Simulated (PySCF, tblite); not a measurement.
A set of runs on `C#C/C=[CH]/[GaH-]1[Cl+][AlH2-][Cl+]1`; the geometry of each is named by its level. Settings lines and outputs come from a driver script.

Species: C4H6AlCl2Ga.
SMILES with atom numbers: `[CH:1]#[C:2]/[CH:3]=[CH:4]/[GaH-:5]1[Cl+:6][AlH2-:7][Cl+:8]1` (hydrogens: H9 on C1; H10 on C3; H11 on C4; H12 on Ga5; H13, H14 on Al7)

Step 1: GFN2-xTB geometry optimisation, gas phase (tblite 0.8.0) (from a force-field or distance-geometry start)
```json
{"job": {"kind": "relax", "xc": "GFN2-xTB", "basis": "xTB"}, "charge": 0, "multiplicity": 1}
```
```
step      E/eV     max force
  0    -627.10738    3.082
  1    -627.06100    7.551
  2    -627.31049    1.219
...
151    -627.76707    0.013
152    -627.76710    0.010
153    -627.76712    0.010
154    -627.76714    0.011
155    -627.76716    0.007
```

Energy lowered by 15.2 kcal/mol over 155 steps; largest atomic force 0.007 eV/Å at the end. «max force» is the largest atomic force in eV/Å.

On one thread of an Arm Neoverse N1, shared host with 64 logical CPUs at a one-minute load of 59, this took 2.6 s.

Step 2: GFN2-xTB harmonic vibrations, gas phase (tblite 0.8.0) (on the GFN2-xTB geometry)
```json
{"job": {"kind": "ir", "xc": "GFN2-xTB", "basis": "xTB"}, "charge": 0, "multiplicity": 1}
```
```
(table of modes left out)
```

36 modes from 47 to 3392 cm⁻¹ (unscaled, harmonic); zero-point energy 44.9 kcal/mol; all wavenumbers are real at this level.

Time: 1.1 s. Hardware: one thread, Arm Neoverse N1 (aarch64), no GPU, on a shared host.

Step 3: TDDFT wB97X-D/def2-SVPD, vertical, gas phase, core orbitals frozen in the response (PySCF 2.14.0, density-fitted response routines) (on the GFN2-xTB geometry)
```json
{"job": {"kind": "uv", "xc": "wB97X-D", "basis": "def2-SVPD", "nstates": 8, "ntriplets": 3}, "charge": 0, "multiplicity": 1}
```
```
...
Static polarisability (au): isotropic 128.205, principal 98.170 118.413 168.033
Singlet excitations
state   eV       nm        f      main configurations
  1   5.1243    242.0   0.00035   H-1->L 0.46, H-2->L 0.39
  2   5.2397    236.6   0.38391   H->L 0.89
  3   5.8290    212.7   0.00030   H-3->L 0.45, H-1->L 0.23, H-2->L 0.19
  4   6.3161    196.3   0.00163   H->L+3 0.19, H->L+4 0.18, H->L+1 0.16
  5   6.6713    185.8   0.00078   H-3->L 0.22, H-1->L+2 0.20, H-2->L+2 0.16
  6   6.9726    177.8   0.05793   H->L+2 0.35, H-5->L 0.20
  7   7.0420    176.1   0.00001   H->L+1 0.61, H->L+8 0.11
  8   7.2180    171.8   0.08186   H-1->L+1 0.60, H-2->L+1 0.15
Triplet excitations (Tamm-Dancoff, eV): 3.3355 4.8669 5.4176
```

HOMO -9.20 eV, LUMO -0.13 eV; lowest singlet 5.12 eV; lowest triplet 3.34 eV (Tamm–Dancoff); mean polarisability 128.2 au.

On one thread of an Arm Neoverse N1, shared host, this took 2.4 min (grids of density and orbitals included) and 1.1 GiB of memory at its peak.

Geometry of the electronic-property runs (GFN2-xTB):
```
atom  x, y, z in Å
C1     3.8393    0.9698    0.1781
C2     2.6738    0.7052    0.0495
C3     1.3100    0.3900   -0.1043
C4     0.8343   -0.4893   -1.0014
Ga5   -1.1443   -0.7844   -1.0359
Cl6   -1.9237   -1.0429    1.1352
Al7   -2.6293    1.0133    1.1582
Cl8   -2.2230    1.2694   -0.9627
H9     4.8552    1.2049    0.2959
H10    0.6335    0.9195    0.5734
H11    1.5428   -0.9918   -1.6551
H12   -2.0237   -1.7128   -1.9253
H13   -4.1609    0.9782    1.3366
H14   -1.5846    1.8504    1.9358
```

 (This holds for the electronic-property runs.)

One conformer stands for the species.

Note: wB97X-D ran without an empirical dispersion term, which enters the total energy and its gradient alone.
